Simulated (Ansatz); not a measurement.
Consider the formal exchange of groups at the Sn–Cl bond: `[NH2][SnH]([OH])[Cl]` + `C=O` → `[NH2][SnH]([OH])[CH]=O` + HCl.

Calculated with Ansatz (gas phase, PBE0-D4/def2-TZVP geometries, no zero-point term in ΔE). CBS: MP2 limit from def2 TZ/QZ plus the TZ coupled-cluster correction, frozen cores. This one scheme is used for every species. DFT in def2-TZVPP. B3LYP here is the variant with VWN-RPA as its local correlation; programs differ in this. HSE06 is defined as in plane-wave codes. Elements past krypton have def2 core potentials. For Sn outer-core shells are correlated without core-valence functions, which leaves a few kJ/mol of doubt a bond. One conformer a species, not always the lowest.

`[NH2][SnH]([OH])[Cl]`:

Cartesian coordinates in Å:
```
N 1.473 -0.472 0.377
Sn -0.180 0.241 -0.486
O -0.985 1.354 0.895
Cl -1.804 -1.391 -0.928
H 1.987 -1.144 -0.177
H 1.304 -0.868 1.292
H 0.139 1.062 -1.935
H -1.934 1.218 0.964
```

`C=O`:

```xyz
4

C    -0.002    0.004    0.002
O     0.434   -0.982   -0.514
H    -0.414   -0.004    1.031
H    -0.019    0.982   -0.519
```

`[NH2][SnH]([OH])[CH]=O`:

Cartesian coordinates in Å:
```
N -1.185 1.397 -0.631
Sn 0.197 0.413 0.461
O -0.630 -0.890 1.680
C 1.304 -0.967 -0.860
O 1.273 -2.138 -0.598
H -1.946 0.811 -0.949
H -1.586 2.195 -0.155
H 1.067 1.569 1.363
H -0.352 -1.781 1.447
H 1.859 -0.609 -1.757
```

HCl:

Cartesian coordinates in Å:
```
Cl -0.330 -0.547 -0.030
H 0.330 0.547 0.030
```

```csv
level,ΔE (eV)
PBE-D4,1.19
BLYP-D4,1.20
B3LYP-D4,1.28
HSE06-D4,1.29
CAM-B3LYP-D4,1.30
BLYP,1.22
MP2/def2-SVP,1.38
CCSD/def2-SVP,1.36
```

(1) What does CCSD(T)/CBS give? (Estimate.)

Largest T1 diagnostic among the species: 0.015.

Answers

(1) Ansatz gave: +1.31 eV. The listed levels differ from it by -0.12, -0.11, -0.03, -0.02, -0.01, -0.09, 0.07, 0.05 eV.

From BLYP to BHLYP (50 % exact exchange), in def2-TZVPP and without D4, ΔE moves by +0.19 eV. Leaving LDA and LC-ωPBE aside and taking each functional with its dispersion term where it has one, the values, not all of them listed here, spread over 0.22 eV, from revPBE-D4 to BHLYP-D4. LDA lies −0.08 eV from PBE without D4. In def2-TZVPP, CCSD(T) changes the Hartree–Fock value by −0.32 eV (the triples alone add −0.04 eV) and MP2 by −0.26 eV.
